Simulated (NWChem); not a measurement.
# SnH2O2, singlet; SMILES [OH][Sn][OH]

```xyz
5

Sn     0.3784    -0.0275     0.0000
O     -1.0395    -1.4224     0.0000
H     -1.9151    -1.0099     0.0000
O     -1.0030     1.4290     0.0000
H     -0.6630     2.3310     0.0000
```
Atoms are numbered in this order, from 1.

Program: NWChem. Low-valent species are run as closed-shell singlets; no triplet was tried in these runs. All runs use the structure optimised with PBE0/def2-SVP. def2 effective core potentials on Sn; no spin-orbit coupling. Level r2SCAN/def2-SVP: energy and gradient on several grids; changes count from the extra-fine grid, which is no exact limit either.

```
grid     size of the energy change (μHa)  largest change of a gradient component (μHa/bohr)  time, medium = 1 (rough)
-------  -------------------------------  -------------------------------------------------  ------------------------
xcoarse                             5000                                               4000                   about 1
coarse                               500                                                600                   about 1
medium                               100                                                200                   about 1
fine                                < 10                                                 40                   about 1
xfine                               < 10                                               < 30                         2
```
